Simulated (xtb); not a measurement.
A run for xtb: GFN2-xTB on H4SSn (SMILES [SH][SnH3]), a point of a torsion scan.

```
$ xtb mol.xyz --gfn 2 --opt vtight --chrg 0 --uhf 0 --input xcontrol
6

S      1.64141730     0.76266562    -0.28484243
Sn    -0.63238862     0.00969531    -0.01182151
H      2.46887837    -0.30136660     0.12862200
H     -0.62785846    -1.32031084     1.10218147
H     -1.22660504    -0.48809357    -1.56019381
H     -1.62393237     1.32492113     0.58753964
$constrain
  force constant=1.0
  dihedral: 3,1,2,4,20.0
$end
```

The log:

```
[...]
           -------------------------------------------------
          |                Calculation Setup                |
           -------------------------------------------------



           -------------------------------------------------
          |                 G F N 2 - x T B                 |
           -------------------------------------------------

        Reference                      10.1021/acs.jctc.8b01176
      * Hamiltonian:
        H0-scaling (s, p, d)           1.850000    2.230000    2.230000
        zeta-weighting                 0.500000
      * Dispersion:
        s8                             2.700000
        a1                             0.520000
        a2                             5.000000
        s9                             5.000000
      * Repulsion:
        kExp                           1.500000    1.000000
        rExp                           1.000000
      * Coulomb:
        alpha                          2.000000
        third order                    shell-resolved
        anisotropic                    true
        a3                             3.000000
        a5                             4.000000
        cn-shift                       1.200000
        cn-exp                         4.000000
        max-rad                        5.000000


          ...................................................
          :                      SETUP                      :
          :.................................................:
          :  # basis functions                  24          :
          :  # atomic orbitals                  22          :
          :  # shells                           10          :
          :  # electrons                        14          :
          :  max. iterations                   250          :
          :  Hamiltonian                  GFN2-xTB          :
          :  restarted?                      false          :
          :  GBSA solvation                  false          :
          :  PC potential                    false          :
          :  electronic temp.          300.0000000     K    :
          :  accuracy                    1.0000000          :
          :  -> integral cutoff          0.2500000E+02      :
          :  -> integral neglect         0.1000000E-07      :
          :  -> SCF convergence          0.1000000E-05 Eh   :
          :  -> wf. convergence          0.1000000E-03 e    :
          :  Broyden damping             0.4000000          :
          :  net charge                          0          :
          :  unpaired electrons                  0          :
          ...................................................

 iter      E             dE          RMSdq      gap      omega  full diag
   1     -7.3471523 -0.734715E+01  0.509E+00    3.59       0.0  T
   2     -7.3556863 -0.853400E-02  0.118E+01    3.94       1.0  T
   3     -7.3721971 -0.165108E-01  0.955E+00    3.86       1.0  T
   4     -7.3875165 -0.153194E-01  0.159E+00    3.55       1.0  T
   5     -7.3888015 -0.128493E-02  0.322E-01    3.54       1.0  T
   6     -7.3888237 -0.221949E-04  0.740E-02    3.57       1.0  T
   7     -7.3888266 -0.293505E-05  0.128E-01    3.56       1.0  T
   8     -7.3888278 -0.122527E-05  0.508E-02    3.56       1.0  T
   9     -7.3888284 -0.534275E-06  0.507E-03    3.56       8.1  T
  10     -7.3888284 -0.513100E-08  0.165E-03    3.56      24.8  T
  11     -7.3888284 -0.409575E-09  0.706E-04    3.56      57.8  T
  12     -7.3888284 -0.160471E-09  0.251E-04    3.56     162.5  T

   *** convergence criteria satisfied after 12 iterations ***

         #    Occupation            Energy/Eh            Energy/eV
      -------------------------------------------------------------
         1        2.0000           -0.7859420             -21.3866
         2        2.0000           -0.7037307             -19.1495
         3        2.0000           -0.4908896             -13.3578
         4        2.0000           -0.4564095             -12.4195
         5        2.0000           -0.4547732             -12.3750
         6        2.0000           -0.4299699             -11.7001
         7        2.0000           -0.3852232             -10.4825 (HOMO)
         8                         -0.2543851              -6.9222 (LUMO)
         9                         -0.1982832              -5.3956
        10                         -0.1667268              -4.5369
        11                         -0.1558854              -4.2419
        12                         -0.1430363              -3.8922
       ...                                ...                  ...
        22                          0.5900154              16.0551
      -------------------------------------------------------------
                  HL-Gap            0.1308381 Eh            3.5603 eV
             Fermi-level           -0.3198042 Eh           -8.7023 eV

 SCC (total)                   0 d,  0 h,  0 min,  0.002 sec
 SCC setup           
[...]
(HOMO)
         8                         -0.2371492              -6.4532 (LUMO)
         9                         -0.1739016              -4.7321
        10                         -0.1606644              -4.3719
        11                         -0.1425732              -3.8796
        12                         -0.1290007              -3.5103
       ...                                ...                  ...
        22                          0.6730653              18.3150
      -------------------------------------------------------------
                  HL-Gap            0.1502454 Eh            4.0884 eV
             Fermi-level           -0.3122719 Eh           -8.4974 eV

 SCC (total)                   0 d,  0 h,  0 min,  0.001 sec
 SCC setup                      ...        0 min,  0.000 sec (  2.576%)
 Dispersion                     ...        0 min,  0.000 sec (  0.637%)
 classical contributions        ...        0 min,  0.000 sec (  0.291%)
 integral evaluation            ...        0 min,  0.000 sec ( 27.885%)
 iterations                     ...        0 min,  0.000 sec ( 21.108%)
 molecular gradient             ...        0 min,  0.001 sec ( 44.101%)
 printout                       ...        0 min,  0.000 sec (  2.949%)

         :::::::::::::::::::::::::::::::::::::::::::::::::::::
         ::                     SUMMARY                     ::
         :::::::::::::::::::::::::::::::::::::::::::::::::::::
         :: total energy              -7.381393227604 Eh    ::
         :: gradient norm              0.000002549422 Eh/a0 ::
         :: HOMO-LUMO gap              4.088385117995 eV    ::
         ::.................................................::
         :: SCC energy                -7.406108605372 Eh    ::
         :: -> isotropic ES            0.006647693944 Eh    ::
         :: -> anisotropic ES          0.000446117548 Eh    ::
         :: -> anisotropic XC          0.002970507010 Eh    ::
         :: -> dispersion             -0.002737582081 Eh    ::
         :: repulsion energy           0.024715092254 Eh    ::
         :: add. restraining           0.000000285513 Eh    ::
         :: total charge               0.000000000000 e     ::
         :::::::::::::::::::::::::::::::::::::::::::::::::::::

           -------------------------------------------------
          |                Property Printout                |
           -------------------------------------------------

    * Orbital Energies and Occupations

         #    Occupation            Energy/Eh            Energy/eV
      -------------------------------------------------------------
         1        2.0000           -0.7855562             -21.3761
         2        2.0000           -0.7072541             -19.2454
         3        2.0000           -0.4973403             -13.5333
         4        2.0000           -0.4612383             -12.5509
         5        2.0000           -0.4591258             -12.4934
         6        2.0000           -0.4379434             -11.9170
         7        2.0000           -0.3873946             -10.5415 (HOMO)
         8                         -0.2371492              -6.4532 (LUMO)
         9                         -0.1739016              -4.7321
        10                         -0.1606644              -4.3719
        11                         -0.1425732              -3.8796
        12                         -0.1290007              -3.5103
        13                         -0.0715567              -1.9472
        14                         -0.0661951              -1.8013
        15                         -0.0055409              -0.1508
        16                          0.0139305               0.3791
        17                          0.0239973               0.6530
        18                          0.0677643               1.8440
       ...                                ...                  ...
        22                          0.6730653              18.3150
      -------------------------------------------------------------
                  HL-Gap            0.1502454 Eh            4.0884 eV
             Fermi-level           -0.3122719 Eh           -8.4974 eV

     #   Z          covCN         q      C6AA      α(0)
     1  16 S        1.805    -0.319   154.892    20.948
     2  50 Sn       3.679     0.120   329.128    33.097
     3   1 H        0.923     0.165     1.293     1.778
     4   1 H        0.932     0.003     2.997     2.707
     5   1 H        0.932     0.014     2.818     2.625
     6   1 H        0.933     0.016     2.799     2.616

 Mol. C6AA /au·bohr⁶  :       1350.908475
 Mol. C8AA /au·bohr⁸  :      97127.110488
 Mol. α(0) /au        :         63.770705


Wiberg/Mayer (AO) data.
largest (>0.10) Wiberg bond orders for each atom

 ---------------------------------------------------------------------------
Note: The following floating-point exceptions are signalling: IEEE_UNDERFLOW_FLAG IEEE_DENORMAL
normal termination of xtb
     #   Z sym  total        # sym  WBO       # sym  WBO       # sym  WBO
 ---------------------------------------------------------------------------
     1  16 S    2.067 --     3 H    0.948     2 Sn   0.845
     2  50 Sn   3.030 --     1 S    0.845     6 H    0.723     4 H    0.723
                             5 H    0.717
     3   1 H    0.973 --     1 S    0.948
     4   1 H    1.000 --     2 Sn   0.723
     5   1 H    1.000 --     2 Sn   0.717
     6   1 H    1.000 --     2 Sn   0.723
 ---------------------------------------------------------------------------

Topologies differ in total number of bonds
Writing topology from bond orders to xtbtopo.mol

molecular dipole:
                 x           y           z       tot (Debye)
 q only:       -0.514      -0.563       0.196
   full:       -0.364      -0.616       0.216       1.900
molecular quadrupole (traceless):
                xx          xy          yy          xz          yz          zz
 q only:        0.416      -2.986      -0.680       1.160       0.450       0.263
  q+dip:       -1.358      -4.708       0.004       1.786       0.613       1.353
   full:        0.050      -4.536      -0.203       1.613       0.050       0.152

           -------------------------------------------------
          |                Geometry Summary                 |
           -------------------------------------------------

      molecular mass/u    :      154.8066630
   center of mass at/Å    :       -0.1105637       0.1692522      -0.0755798
  moments of inertia/u·Å² :        0.9201119E+01   0.1557673E+03   0.1575094E+03
rotational constants/cm⁻¹ :        0.1832129E+01   0.1082232E+00   0.1070262E+00

 * 5 selected distances

     #   Z          #   Z                                           value/Å
     1  16 S        2  50 Sn                                      2.3926752 (max)
     1  16 S        3   1 H                                       1.3226709 (min)
     2  50 Sn       4   1 H                                       1.6742564
     2  50 Sn       5   1 H                                       1.6732885
     2  50 Sn       6   1 H                                       1.6662199

 * 3 distinct bonds (by element types)

   Z      Z             #   av. dist./Å        max./Å        min./Å
   1 H   16 S           1     1.3226709     1.3226709     1.3226709
   1 H   50 Sn          3     1.6712550     1.6742564     1.6662199
  16 S   50 Sn          1     2.3926752     2.3926752     2.3926752


optimized geometry written to: xtbopt.xyz


           -------------------------------------------------
          | TOTAL ENERGY               -7.381393227604 Eh   |
          | GRADIENT NORM               0.000002549422 Eh/α |
          | HOMO-LUMO GAP               4.088385117995 eV   |
           -------------------------------------------------

------------------------------------------------------------------------
------------------------------------------------------------------------
 total:
 SCF:
 ANC optimizer:
```

The run finished.

Warnings raised: the energy holds the restraint's term.

Cost: very roughly 0.04 core-seconds.
